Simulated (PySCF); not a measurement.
Structure from NMR data

Molecular formula: C4H5F3OSi. Simulated spectra:

¹H NMR (500 MHz, computed): δ 6.42 (m, 1H), 5.17 (m, 1H), 5.06 (s, 3H).

¹³C{¹H} NMR (computed): δ 166.8 (C), 146.9 (CH), 138.5 (C), 102.8 (CH).

Theory: shielding tensors at PBE0/pcSseg-1 (GIAO), structure optimised with GFN2-xTB, in PySCF 2.14 (one computed conformer, equivalent nuclei averaged, in vacuum, non-relativistic).

δ = σ(ref) − σ, references computed at the same level: ¹H, ¹³C against TMS.

Task: Which candidate is it?
A. O=C/C([SiH3])=C\C(F)(F)F
B. FC(F)=C(F)/C=C\O[SiH3]
C. C=C1[SiH2][C@H]1OC(F)(F)F

Result: B. 

- Rings plus π bonds: 2 (no ring in the answer).
- 4 carbon signals for 4 carbons: no two carbons are equivalent.
- Carbon types of the structure: 2 × C, 2 × CH, leaving 3 H on heteroatoms.
- δC 166.8, 138.5: fully substituted alkene carbon.
- δC 146.9: alkene carbon bearing oxygen; an sp2 carbon further deshielded by the attached heteroatom.
- δC 102.8: β carbon of an enol-ether or enamine type C=C; the O or N lone pair pushes π density onto this β carbon and shields it.
- δH 6.42: hydrogen on an alkene carbon bearing oxygen; attached to an sp2 carbon and in the plane of the double bond.
- δH 5.17: hydrogen on a β carbon of an enol-ether or enamine type C=C; attached to an sp2 carbon and in the plane of the double bond.

The others: C=C1[SiH2][C@H]1OC(F)(F)F would give 5 signals for carbon-bound and other non-exchanging H, not 3; O=C/C([SiH3])=C\C(F)(F)F has carbons computed at 200.0, 157.9, 151.6, 130.5.

Splittings by ¹⁹F in the carbon and heteronuclear signals aren't shown, as no couplings were computed. Shifts are as computed. Against solution values, carbons near 30 ppm lie about +3 ppm off and those near 130 ppm about +5 ppm. Of 1309 compounds with measured shifts, 239 miss one by over three times the rms of a fit or turn the order of signals round; such compounds aren't used in these exercises. No couplings were computed; multiplicities are counted from neighbouring protons, with m where these are inequivalent, close in shift, in a saturated or five-membered ring or joined by F or P, and br s for small geminal =CH2 splittings.
